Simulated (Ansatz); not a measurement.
# Strength of the O–Si bond: Si2H6O5 → SiH2(OH)O + Si(OH)3

Species: Si2H6O5 `O[SiH2]O[Si](O)(O)O`, singlet; SiH2(OH)O, doublet; Si(OH)3, doublet. 

Shapes, held fixed at every level: PBE0-D4/def2-TZVP. Flexible molecules stand in one conformer, not always the lowest. Programs: Ansatz 0.2.0. Electronic energies: no zero-point or thermal term.

| level | kind | ΔE (kJ/mol) | less CCSD(T)/CBS estimate |
| --- | --- | --- | --- |
| PBE-D4/def2-TZVPP | GGA | +570.3 | -61.2 |
| wB97X-V/def2-TZVPP | range-separated hybrid | +613.5 | -18.0 |
| B2PLYP/def2-TZVPP | double hybrid | +601.8 | -29.7 |
| MP2/def2-TZVPP | perturbation theory | +652.5 | +21.0 |
| CCSD(T)/def2-TZVPP | coupled cluster or CI | +618.7 | -12.8 |
| CCSD/def2-TZVPP | coupled cluster or CI | +611.7 | -19.8 |
| CCSD(T)/CBS estimate | coupled cluster or CI | +631.5 | 0.0 |

The highest level, CCSD(T)/CBS estimate, gives ΔE = +631.5 kJ/mol; the levels span +570.3 to +652.5. The column of differences is taken from that level and isn't an error. No measured value is set beside it here. Open shells run unrestricted unless RO is named. The CBS estimate extrapolates MP2 from def2-TZVPP and def2-QZVPP and adds CCSD(T) − MP2 in the triple-zeta set, cores frozen.
